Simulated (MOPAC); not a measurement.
MOPAC input (AM1):

```
AM1 PRECISE GNORM=0.05 LET XYZ CHARGE=1 GEO-OK AUX(PRECISION=9) THREADS=1
BaCl

Ba   -0.00000000 1   -0.00000000 1   -0.60464707 1
Cl    0.00000000 1    0.00000000 1    1.99177858 1
```

Output:

```
 *******************************************************************************
 **                                                                           **
 **                              MOPAC v23.2.5                                **
 **                                                                           **
 *******************************************************************************
 ** MOPAC's Digital Object Identifier: https://doi.org/10.5281/zenodo.6511958 **
 **                                                                           **
 ** Please cite the open-source release paper for use of this MOPAC version:  **
 ** J. E. Moussa and J. J. P. Stewart (2026)                                  **
 ** MOPAC: An open-source semiempirical molecular orbital program             **
 ** J. Open Source Softw., 11(119), 8025, https://doi.org/10.21105/joss.08025 **
 *******************************************************************************

                              AM1 CALCULATION RESULTS

 *******************************************************************************
 *  AM1        - The AM1 Hamiltonian to be used
 *  GEO-OK     - OVERRIDE INTERATOMIC DISTANCE AND OTHER SAFETY CHECKS
 *
 *
 *
 *                 CHARGE ON SYSTEM = +1
 *
 *
 *
 *  LET        - OVERRIDE SOME SAFETY CHECKS
 *  PRECISE    - TIGHTER CRITERIA TO BE USED
 *  XYZ        - CARTESIAN COORDINATE SYSTEM TO BE USED
 *  GNORM      - EXIT WHEN GRADIENT NORM DROPS BELOW 0.050
 *  AUX        - OUTPUT AUXILIARY INFORMATION
 *******************************************************************************
AM1 PRECISE GNORM=0.05 LET XYZ CHARGE=1 GEO-OK AUX(PRECISION=9) THREADS=1
 BaCl

   ATOM   CHEMICAL          X               Y               Z
  NUMBER   SYMBOL      (ANGSTROMS)     (ANGSTROMS)     (ANGSTROMS)

     1      Ba         -0.00000000  *  -0.00000000  *  -0.60464707  *
     2      Cl          0.00000000  *   0.00000000  *   1.99177858  *

          CARTESIAN COORDINATES

    NO.       ATOM           X           Y           Z

     1        Ba         -0.0000     -0.0000     -0.6046
     2        Cl          0.0000      0.0000      1.9918

 Cl: (AM1): M.J.S. DEWAR AND E. G. ZOEBISCH, THEOCHEM, 180, 1 (1988).
 Ba: (AM1): J. J. P. STEWART, J. MOL. MOD., 10, 155-164 (2004)

           Empirical Formula: Ba Cl  =     2 atoms

      MOLECULAR POINT GROUP   :   C*v

      RHF CALCULATION, NO. OF DOUBLY OCCUPIED LEVELS = 4

          Geometry optimization using EF

          DIAGONAL MATRIX USED AS START HESSIAN

 CYCLE:     1  GRAD.:    24.541 HEAT:  93.84733
 CYCLE:     2  GRAD.:    30.074 HEAT:  94.39353
 CYCLE:     3  GRAD.:     2.510 HEAT:  93.26000
 CYCLE:     4  GRAD.:     0.295 HEAT:  93.25316
 CYCLE:     5  GRAD.:     0.002 HEAT:  93.25306

     GRADIENT =  0.00227 IS LESS THAN CUTOFF =  0.05000

 -------------------------------------------------------------------------------
 AM1 PRECISE GNORM=0.05 LET XYZ CHARGE=1 GEO-OK AUX(PRECISION=9) THREADS=1
 BaCl

     GEOMETRY OPTIMISED USING EIGENVECTOR FOLLOWING (EF).
     SCF FIELD WAS ACHIEVED

                              AM1 CALCULATION
                                                       MOPAC v23.2.5 Linux

          FINAL HEAT OF FORMATION =         93.25306 KCAL/MOL =     390.17082 KJ/MOL

          COSMO AREA              =        159.55 SQUARE ANGSTROMS
          COSMO VOLUME            =        185.56 CUBIC ANGSTROMS

          GRADIENT NORM           =          0.00227          =       0.00160 PER ATOM
          IONIZATION POTENTIAL    =         14.774528 EV
          HOMO LUMO ENERGIES (EV) =        -14.775 -5.521
          NO. OF FILLED LEVELS    =          4
          MOLECULAR WEIGHT        =        172.7830         POINT GROUP:  C*v

          MOLECULAR DIMENSIONS (Angstroms)

            Atom       Atom       Distance
           Cl     2   Ba     1     2.66661
           Cl     2   Ba     1     0.00000
           Ba     1   Cl     2     0.00000

          SCF CALCULATIONS        =          6

   ATOM   CHEMICAL          X               Y               Z
  NUMBER   SYMBOL      (ANGSTROMS)     (ANGSTROMS)     (ANGSTROMS)

     1      Ba          0.00000000  *   0.00000000  *  -0.63974047  *
     2      Cl          0.00000000  *  -0.00000000  *   2.02687198  *

                             CARTESIAN COORDINATES

   1   Ba        0.000000000     0.000000000    -0.639740467
   2   Cl        0.000000000    -0.000000000     2.026871978

           Empirical Formula: Ba Cl  =     2 atoms

      MOLECULAR POINT GROUP   :   C*v

                  EIGENVALUES
 -38.77157 -15.80303 -14.77453 -14.77453  -5.52091  -3.53195  -3.53195  -1.97787

              NET ATOMIC CHARGES AND DIPOLE CONTRIBUTIONS

  ATOM NO.   TYPE          CHARGE      No. of ELECS.   s-Pop       p-Pop
    1         Ba           1.349008        0.6510     0.28880     0.36219
    2         Cl          -0.349008        7.3490     1.96563     5.38338
 DIPOLE           X         Y         Z       TOTAL
 POINT-CHG.     0.000     0.000    -7.098     7.098
 HYBRID        -0.000     0.000    -2.242     2.242
 SUM           -0.000     0.000    -9.340     9.340

          ATOMIC ORBITAL ELECTRON POPULATIONS

     Atom    s        px        py        pz
    1 Ba   0.28880   0.10156   0.10156   0.15906
    2 Cl   1.96563   1.89844   1.89844   1.58650

 **********************
 *                    *
 * JOB ENDED NORMALLY *
 *                    *
 **********************

 == MOPAC DONE ==
```

The dipole moment of an ion depends on the origin.
